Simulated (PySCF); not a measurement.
One of the candidates below gave these computed data.

All candidates are C5H15NOSi2.

| technique | computed result |
| --- | --- |
| 1H NMR | chemical shifts (computed TMS as zero) by class: 5.21 (2 H), 4.94 (2 H), 4.18 (1 H), 1.90 (2 H), 1.86 (2 H), 1.75 (2 H), 1.46 (2 H), -0.15 (2 H) ppm [GIAO PBE0/pcSseg-1] |
| 13C NMR | chemical shifts (computed TMS as zero) by class: 80.4 (1 C), 39.7 (2 C), 29.5 (2 C) ppm [GIAO PBE0/pcSseg-1] |
| Dipole | 1.52 D [PBE0/pcSseg-1] |
| Rotational structure | rotational constants A, B, C: 2.289, 0.523, 0.498 GHz [GFN2-xTB] |
| NMR, other nuclei | isotropic shieldings of nuclei other than C and H, by class: 273 (1 N), 293 (1 O), 380 (1 Si), 405 (1 Si) ppm [GIAO PBE0/pcSseg-1] |

Electronic properties: PySCF, gas phase, density fitting. Levels stand in brackets. Isolated species at its GFN2-xTB geometry (one conformer only). Each NMR value is the plain mean over a class of atoms that symmetry, rotation or inversion makes alike.

Task: Which candidate is it?
A. `N[SiH2][SiH2]OC1CCCC1`
B. `CC[C@]1(OC)C[SiH2]N[SiH2]1`
C. `CN[SiH2][SiH2]C(C)(C)C=O`

Result: A. It is `N[SiH2][SiH2]OC1CCCC1`. Numbering: `[NH2:1][SiH2:2][SiH2:3][O:4][CH:5]1[CH2:6][CH2:7][CH2:8][CH2:9]1`. Its formula, C5H15NOSi2, gives 1 degree of unsaturation: 1 ring and 0 π bonds in the structure found. 5 carbons fall into 3 classes; from least to most shielded: ring sp3 carbon bound to oxygen [C5] (80.4 ppm), ring CH2 carbon [C6/C9] (39.7 ppm, 2 C, up to 3.0 ppm apart in this geometry), ring CH2 carbon [C7/C8] (29.5 ppm, 2 C). Hydrogen classes from least to most shielded: 2 H on an oxygen-bound silicon, Si3 (5.21 ppm), 2 H on an SiH2 silicon, Si2 (4.94 ppm, a mean of values up to 0.5 ppm apart in this geometry), 1 H on an sp3 carbon bound to oxygen, C5 (4.18 ppm), 2 H on 2 ring CH2 carbons, C6/C9 (1.90 ppm, a mean of values up to 0.9 ppm apart in this geometry), 2 H on 2 ring CH2 carbons, C6/C9 (1.86 ppm), 2 H on 2 ring CH2 carbons, C7/C8 (1.75 ppm), 2 H on 2 ring CH2 carbons, C7/C8 (1.46 ppm), 2 H on a silicon-bound nitrogen, N1 (-0.15 ppm). The other shieldings belong to: 273 ppm, silicon-bound nitrogen [N1]; 293 ppm, silyl ether oxygen [O4]; 380 ppm, oxygen-bound silicon [Si3]; 405 ppm, SiH2 silicon [Si2]. The optimised geometry has point group C1 and is an asymmetric top.

The others, at the same levels:
- `CN[SiH2][SiH2]C(C)(C)C=O` fails: it has 4 carbon classes against 3; its computed 13C shifts are 216.1 (1 C), 45.1 (1 C), 34.3 (1 C), 23.1 (2 C) ppm, 1H shifts are 10.06 (1 H), 4.86 (2 H), 3.74 (2 H), 2.79 (3 H), 2.10 (1 H), 1.53 (6 H) ppm and rotational constant A is 1.724 GHz (against 2.289 GHz).
- `CC[C@]1(OC)C[SiH2]N[SiH2]1` fails: it has 5 carbon classes against 3; its computed 13C shifts are 80.8 (1 C), 48.1 (1 C), 32.3 (1 C), 16.0 (1 C), 13.8 (1 C) ppm, 1H shifts are 5.26 (1 H), 5.10 (1 H), 5.01 (1 H), 4.67 (1 H), 3.38 (3 H), 2.04 (1 H), 1.91 (1 H), 1.22 (1 H), 1.14 (1 H), 1.08 (3 H), -0.66 (1 H) ppm and rotational constant A is 1.446 GHz (against 2.289 GHz).

Each candidate is one conformer, not necessarily the lowest. Dipoles, sizes and rotational constants follow the conformer. The torsions of the flexible species, by atom-mapped SMILES:
- `[CH3:1][NH:2][SiH2:3][SiH2:4][C:5]([CH3:6])([CH3:7])[CH:8]=[O:9]`: C1–N2–Si3–Si4 178°, N2–Si3–Si4–C5 -9°, Si3–Si4–C5–C6 -173°, Si4–C5–C8–O9 -84°

The conformers of `N[SiH2][SiH2]OC1CCCC1` and `CC[C@]1(OC)C[SiH2]N[SiH2]1` aren't listed.
